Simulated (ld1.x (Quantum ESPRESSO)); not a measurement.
# Logarithmic derivatives: Pm (Z = 61), PAW

promethium (Pm), PAW, made with ld1.x (Quantum ESPRESSO) 7.5 (PBEsol, fully relativistic). Core [Kr] 4d10, reference 4f4 5s2 5p6 5d1 6s2 6p0. Waves: 5s (bound): rcut 1.80, rcutus 2.05 bohr; 6s (bound): rcut 1.80, rcutus 2.05 bohr; 5p (bound): rcut 2.15, rcutus 2.35 bohr; 6p (bound, empty): rcut 2.15, rcutus 2.35 bohr; 5d (bound): rcut 3.55, rcutus 4.25 bohr; 5d channel at 0.3 Ry: rcut 3.55, rcutus 4.25 bohr; 4f (bound): rcut 1.25, rcutus 1.50 bohr; 4f channel at 1.15 Ry: rcut 1.25, rcutus 1.50 bohr. Local part: all-electron potential smoothed inside 1.15 bohr (lloc = -1). Core correction: Bessel-smoothed model core inside 0.90 bohr. Augmentation charge: GAUSS, radius 1.00 bohr.

Open shells are filled in proportion to 2j + 1 (rel_dist='average').

The phase is arctan(r·u′/u) with u = r·R(r), unwrapped; energies in Ry, scanned from -5 to 5 Ry. A pole is an energy at which the radial function vanishes at the test radius. The pseudo phase is shifted by a multiple of π to meet the all-electron one at the reference energy, and phase errors are pseudo minus all-electron; the curves can meet again beyond the range given. Levels narrower than the energy grid can be missing from the lists of poles.

| channel | radius (bohr) | reference energy (Ry) | poles, all-electron | poles, pseudo | unbroken range about the reference energy with phases within 0.05 rad | phase error 1 Ry above the reference energy (rad) |
| --- | --- | --- | --- | --- | --- | --- |
| s | 4.57 | -0.29 | -3.31, 0.17, 2.93 | -3.31, 0.17, 2.90 | below 4.3 | -0.001 |
| p1/2 | 4.57 | -0.11 | 0.65, 3.55 | 0.42, 0.91, 4.60 | below 0.3 | -3.064 |
| d3/2 | 4.57 | -0.22 | -0.11, 1.80 | -0.00, 0.52 | -0.2 to -0.2 | -1.295 |
| d5/2 | 4.57 | -0.20 | -0.08, 1.84 | -0.08, 0.51 | -0.2 to -0.2 | -1.353 |
| f7/2 | 4.57 | -0.54 | 1.35, 3.61 | 1.35, 3.61 | below 4.9 | +0.000 |

The ghost test of this file was not conclusive.

Phases in the d3/2 channel:

| E (Ry) | all-electron | pseudo |
| --- | --- | --- |
| -5.00 | 1.472 | 1.473 |
| -4.74 | 1.469 | 1.470 |
| -4.48 | 1.466 | 1.468 |
| -4.22 | 1.463 | 1.465 |
| -3.96 | 1.460 | 1.461 |
| -3.70 | 1.456 | 1.458 |
| -3.44 | 1.451 | 1.454 |
| -3.18 | 1.446 | 1.449 |
| -2.92 | 1.441 | 1.444 |
| -2.66 | 1.434 | 1.439 |
| -2.40 | 1.427 | 1.432 |
| -2.14 | 1.418 | 1.425 |
| -1.88 | 1.407 | 1.416 |
| -1.62 | 1.393 | 1.405 |
| -1.36 | 1.375 | 1.392 |
| -1.10 | 1.350 | 1.373 |
| -0.84 | 1.309 | 1.345 |
| -0.58 | 1.221 | 1.286 |
| -0.32 | 0.610 | 0.827 |
| -0.06 | -1.646 | -1.312 |
| 0.20 | -1.861 | -1.889 |
| 0.46 | -2.163 | -3.921 |
| 0.72 | -3.340 | -4.970 |
| 0.98 | -4.312 | -5.102 |
| 1.24 | -4.545 | -5.293 |
| 1.50 | -4.643 | -5.700 |
| 1.76 | -4.704 | -6.514 |
| 2.02 | -4.752 | -7.160 |
| 2.28 | -4.800 | -7.440 |
| 2.54 | -4.862 | -7.575 |
| 2.80 | -4.969 | -7.653 |
| 3.06 | -5.281 | -7.704 |
| 3.32 | -6.797 | -7.739 |
| 3.58 | -7.519 | -7.766 |
| 3.84 | -7.679 | -7.788 |
| 4.10 | -7.750 | -7.805 |
| 4.36 | -7.791 | -7.820 |
| 4.62 | -7.820 | -7.834 |
| 4.88 | -7.844 | -7.846 |
